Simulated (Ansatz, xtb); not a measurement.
CHClISi: where a starting geometry ends

The starting geometry of this gas-phase doublet has its atoms placed at random.

```yaml
atoms:
  - { symbol: C, position_ang: [-1.7147, 0.2718, -0.0351] }
  - { symbol: Cl, position_ang: [-0.3310, -0.7520, -1.6872] }
  - { symbol: I, position_ang: [0.6446, 0.7272, 1.0273] }
  - { symbol: Si, position_ang: [1.3264, -1.3667, 0.0561] }
  - { symbol: H, position_ang: [-0.8364, 1.3752, -0.8196] }
```

Task: One run relaxed it with r2SCAN-D4/def2-SVP. What is a likely outcome?

Result: It ends as a structure with Cl2 bridging C1 and Si4, I3 bridging Si4 and C1, given below by its coordinates. Distances that change by over a tenth: I3–Si4 (2.41 → 2.71 Å). Contacts that close: C1–Cl2 (2.39 → 2.00 Å), C1–I3 (2.63 → 2.36 Å), C1–H5 (1.61 → 1.12 Å), Cl2–Si4 (2.48 → 2.37 Å).

The energy falls by 2.72 eV over 9 steps:

| step | E − E(last) (eV) |
| --- | --- |
| 1 | 2.722 |
| 2 | 0.944 |
| 3 | 0.475 |
| 4 | 0.237 |
| 5 | 0.021 |
| 6 | 0.004 |
| 7 | 0.001 |
| 8 | 0.000 |
| 9 | 0.000 |

Final geometry (Å):

| atom | x (Å) | y (Å) | z (Å) |
| --- | --- | --- | --- |
| C | -1.2256 | 0.3277 | -0.1920 |
| Cl | -0.3057 | -0.7041 | -1.6386 |
| I | 0.6433 | 0.8624 | 1.1424 |
| Si | 1.2060 | -1.5262 | -0.0076 |
| H | -1.2292 | 1.2957 | -0.7626 |

From the same start GFN2-xTB reaches the same bonding as this run.

From so rough a start the end depends on the optimiser's path, so another program may land elsewhere. The end wasn't checked by frequencies. Open shells are spin-unrestricted. Atoms past krypton carry core potentials, without spin–orbit terms. Run with Ansatz 0.2.0, 2.8 min on 1 thread of Arm Neoverse V2, on a shared host.
